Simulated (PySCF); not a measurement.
Potential energy curve for SMILES [SiH](F)(F)F (HF3Si). The Si2–H5 bond (Si2 also carries F, F, F; H5 carries nothing else) is pulled apart rigidly from the PBE0/def2-TZVP optimised geometry.

Calculation: CCSD(T) on UHF/cc-pVDZ, 8 core orbitals frozen (PySCF).

Problem. Relative to R = 1.46 Å, what are the energies at R = 1.55, 2.60, 2.90, 3.91 Å?

Solution. 6.2 kJ/mol at 1.55 Å, 322.4 kJ/mol at 2.60 Å, 378.9 kJ/mol at 2.90 Å, 422.7 kJ/mol at 3.91 Å.

The unrestricted determinant behind UCCSD(T) is spin-contaminated at 2.21 to 5.07 Å (<S²> up to 1.0, against 0.00 for a pure singlet).
